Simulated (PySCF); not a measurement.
## Polarisability and C₆ of Ge (germanium, neutral)

[Ar] 3d10 4s2 4p2, high-spin 3P determinant. All numbers are calculated (PySCF 2.14, the spin-free X2C one-electron Hamiltonian (Gaussian nucleus), in aug-cc-pVQZ-DK). Coupled (time-dependent) response in atomic units; α is the mean over directions.

| method | mean α (bohr³) | α xx, yy, zz | C₆ (like pair) | S(−4) |
| --- | --- | --- | --- | --- |
| CAM-B3LYP | 41.82 | 32.81, 46.32, 46.32 | 357.3 | 769.0 |

S(−4) is the Cauchy moment in α(ω) = α(0) + S(−4) ω² + …

Reference α: 40 ± 1 bohr³ (recommended; Schwerdtfeger and Nagle, table of static dipole polarizabilities (2023 update)). Published C₆: 354.0 (Chu and Dalgarno (2004); Tang, Norbeck and Certain (1976)).

Spin-orbit coupling is absent.

α(iu) at CAM-B3LYP:

```csv
u (hartree),α(iu) (bohr³)
0,41.82
0.0500,40.02
0.100,35.71
0.200,26.08
0.300,18.84
0.500,10.63
0.750,6.085
1.00,3.962
1.50,2.125
2.00,1.361
3.00,0.7202
5.00,0.3105
```

A single London oscillator, α(iu) = α/(1 + u²/ω²), gives C₆ = (3/4) ω α². Matching the computed C₆ needs ω = 4 × 357.3 / (3 × 41.82²) = 0.272 hartree.

The components differ because the open shell of this determinant is not spherical; for a pure term their mean is the scalar polarisability.
